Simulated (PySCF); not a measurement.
Species: C5H13O2P.
Structure used (PBE0-D3(BJ)/def2-SVP), in Å, numbered top down from 1:
```xyz
21
C5H13O2P angstrom
C      3.0397    0.4783    0.2433
C      1.7050   -0.1387    0.6287
C      0.5460    0.3717   -0.2207
P     -1.0676   -0.2160    0.3800
C     -1.2816   -1.9128   -0.2134
O     -1.2438   -0.0315    1.8669
C     -2.3358    0.8359   -0.4374
O     -2.4174    1.9981    0.3285
H      3.0134    1.5751    0.3438
H      3.3048    0.2483   -0.8012
H      3.8526    0.1045    0.8836
H      1.7689   -1.2379    0.5477
H      1.4719    0.0720    1.6849
H      0.6655    0.1124   -1.2870
H      0.4785    1.4720   -0.1593
H     -2.2504   -2.2886    0.1456
H     -0.4880   -2.5477    0.2063
H     -1.2464   -1.9638   -1.3119
H     -2.0568    1.0885   -1.4740
H     -3.2893    0.2683   -0.4765
H     -2.2795    1.7071    1.2493
```

The closed-shell ground state was solved at several levels (PySCF, density fitting, gas phase, non-relativistic).

```tsv
level	basis functions	HOMO (eV)	LUMO (eV)	gap (eV)	dipole (D)
KT2/pcSseg-1	208	-6.04	-0.10	5.94	4.02
CAM-B3LYP/def2-SVPD	274	-8.92	0.92	9.84	4.62
```

Task: What might PBE0/pcSseg-1 (208 basis functions) give for the same quantities?

Result: HOMO -7.41 eV, LUMO 0.83 eV, gap 8.24 eV, dipole 4.34 D.

Task: Over all these levels, which gives the widest orbital gap and which the narrowest?

Result: CAM-B3LYP/def2-SVPD (range-separated hybrid) has the widest, 9.84 eV, and KT2/pcSseg-1 (GGA) the narrowest, 5.94 eV. Functional and basis both differ between the two, so the spread mixes both effects.

Task: How far do the dipole and the HOMO energy spread over the levels?

Result: The dipole runs from 4.02 to 4.62 D (mean 4.32 D) and the HOMO from -8.92 to -6.04 eV.

One conformer stands for the species.
